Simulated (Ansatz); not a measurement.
Two spin states of ScH, each at its own minimum; 2S+1 = 1, 3 were tried, and the measured ground state has 1. No spin–orbit coupling. Sc is treated without relativity.

| level | energy of the multiplicity-3 state above the multiplicity-1 state (kJ/mol) |
|---|---|
| PBE/def2-TZVPP | -19.3 |
| PBE0/def2-TZVPP | -26.4 |
| wB97X-V/def2-TZVPP | -9.9 |
| CCSD/def2-TZVPP | 21.9 |
| CCSD(T)/def2-TZVPP | 33.3 |

The rows run from -26.4 (PBE0/def2-TZVPP) to 33.3 kJ/mol (CCSD(T)/def2-TZVPP). The 3 functionals in def2-TZVPP without D3 or D4 span 16.5, from PBE0 to wB97X-V.

Each state is the lowest solution found for its spin in def2 and cc sets. The singlet is a restricted closed-shell determinant, which can mix singlet states where a π or δ shell is part-filled.

Correlated levels freeze the inner cores; with def2 sets outer-core shells near the valence are correlated too.

Doubts at one or more of the structures used: a restricted determinant that unrestricted orbitals would lower (CCSD/def2-TZVPP, CCSD(T)/def2-TZVPP).

The values were computed with Ansatz (Gaussian orbitals). Values without a source in brackets are computed.

Ansatz is a program for electronic structure.
